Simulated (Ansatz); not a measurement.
Basis sets compared for In2PF3. Total charge 0; singlet. Geometry r2SCAN-D4/def2-SVP. Ansatz on 4 threads of Arm Neoverse V2 on a shared host; times are rough, and most runs start from earlier orbitals.

Cartesian coordinates in Å:
```
In 1.552 -0.230 -0.040
In -1.397 0.515 0.498
P 0.590 1.080 1.744
F -0.340 -0.617 -1.008
F -3.256 0.397 -0.041
F 2.849 -1.145 -1.153
```

In the def2 sets In takes a core potential; there is no spin–orbit coupling. The structure comes from a short search, and lower isomers may exist.

Binding counts from free atoms (In doublet, P quartet, F doublet) in the same basis, without a counterpoise term.

```tsv
level	functions	energy (Eh)	HOMO (eV)	LUMO (eV)	binding per atom (eV)	wall time
PBE-D4/def2-SVP	112	-1020.5091	-5.82	-3.50	3.07	1 s
PBE-D4/def2-TZVP	230	-1021.0296	-5.97	-3.63	3.10	2.6 s
PBE0-D4/def2-SVP	112	-1020.5209	-6.83	-2.74	2.87	1.6 s
PBE0-D4/def2-TZVP	230	-1021.0364	-6.94	-2.84	2.92	5 s
ωB97X-V/def2-TZVP	230	-1021.2391	-8.99	-0.87	3.02	9 s
```

Question: Estimate the rows for PBE-D4/def2-TZVPD, PBE0-D4/def2-TZVPD, ωB97X-V/def2-TZVPD.

Answer: 
| level | functions | energy (Eh) | HOMO (eV) | LUMO (eV) | binding per atom (eV) | wall time |
| --- | --- | --- | --- | --- | --- | --- |
| PBE-D4/def2-TZVPD | 275 | -1021.0335 | -6.01 | -3.70 | 3.10 | 4.2 s |
| PBE0-D4/def2-TZVPD | 275 | -1021.0397 | -6.96 | -2.91 | 2.93 | 6.5 s |
| ωB97X-V/def2-TZVPD | 275 | -1021.2428 | -9.02 | -1.02 | 3.02 | 14 s |
